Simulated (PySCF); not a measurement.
## Spinor energies of Ta³⁺ (tantalum, charge +3)

Start: [Xe] 4f14 5d1 6s1; 5d5/2 filled at m_j = +5/2; 6s1/2 filled at m_j = +1/2. Calculated with PySCF 2.14 in x2c-TZVPall-2c: generalised Hartree-Fock with the X2C-1e Hamiltonian and a Gaussian nucleus; spin-orbit coupling (SO) screened by Boettger's factors. This is a chosen level, not necessarily the ground level.

| spinor shell | electrons | ε, screened SO (eV) | weight of nominal j (screened SO) | rms radius, screened SO (bohr) |
| --- | --- | --- | --- | --- |
| 1s1/2 | 2 | -67788.1 | 1.000 | 0.0211 |
| 2s1/2 | 2 | -11810.7 | 1.000 | 0.0853 |
| 2p1/2 | 2 | -11268.1 | 1.000 | 0.0726 |
| 2p3/2 | 4 | -9992.4 | 1.000 | 0.0799 |
| 3s1/2 | 2 | -2791.0 | 1.000 | 0.218 |
| 3p1/2 | 2 | -2550.2 | 1.000 | 0.210 |
| 3p3/2 | 4 | -2270.7 | 1.000 | 0.225 |
| 3d3/2 | 4 | -1868.8 | 1.000 | 0.199 |
| 3d5/2 | 6 | -1808.4 | 1.000 | 0.203 |
| 4s1/2 | 2 | -626.17 | 1.000 | 0.488 |
| 4p1/2 | 2 | -525.51 | 1.000 | 0.497 |
| 4p3/2 | 4 | -460.59 | 1.000 | 0.530 |
| 4d3/2 | 4 | -294.67 | 1.000 | 0.558 |
| 4d5/2 | 6 | -282.51 | 1.000 | 0.569 |
| 5s1/2 | 2 | -118.84 | 1.000 | 1.17 |
| 5p1/2 | 2 | -85.612 | 0.995 | 1.29 |
| 5p3/2 | 4 | -76.605 | 0.991 | 1.38 |
| 4f5/2 | 6 | -73.617 | 0.992 | 0.699 |
| 4f7/2 | 8 | -71.736 | 0.994 | 0.702 |
| 5d5/2 | 1 | -37.415 | 1.000 | 1.96 |
| 6s1/2 | 1 | -31.315 | 1.000 | 3.02 |

```
   quantity   screened SO
E (hartree)  -15608.58249
        M_J             3
       ⟨J²⟩        12.005
       ⟨L²⟩         6.118
       ⟨S²⟩         2.120
```

Each row is a mean over spinors that exchange with the open shell spreads, by up to 3.894 eV (5p3/2).

Breit and QED terms are absent; they matter most for the inner s and p1/2 levels.

Densities and radii are taken from the X2C orbitals without a picture-change correction, which distorts them close to the nucleus.
